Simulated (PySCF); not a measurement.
## Electron correlation in As⁺ (arsenic, charge +1)

[Ar] 3d10 4s2 4p1 5s1, high-spin 3P determinant (an excited configuration). All numbers are calculated (PySCF 2.14, the spin-free X2C one-electron Hamiltonian (Gaussian nucleus), in x2c-TZVPPall with one added diffuse shell each of s, p, d type (7s6p5d1f, 57 functions)). Frozen: [Ne]; 22 electrons correlated.

```
  level  correlation energy (mhartree)
   CCSD                        -297.23
    (T)                          -7.12
CCSD(T)                        -304.35
```

Diagnostics: T1 = 0.0085, D1 = 0.0437, largest double amplitude 0.085.

The outer electron is Rydberg-like, and this basis confines it to a smaller radius and binds it less than a complete one would.

Cost of the coupled-cluster step: of the order of 20 core-seconds, for 22 correlated electrons.

This basis was not built for core-valence correlation, so the inner-shell part is incomplete.
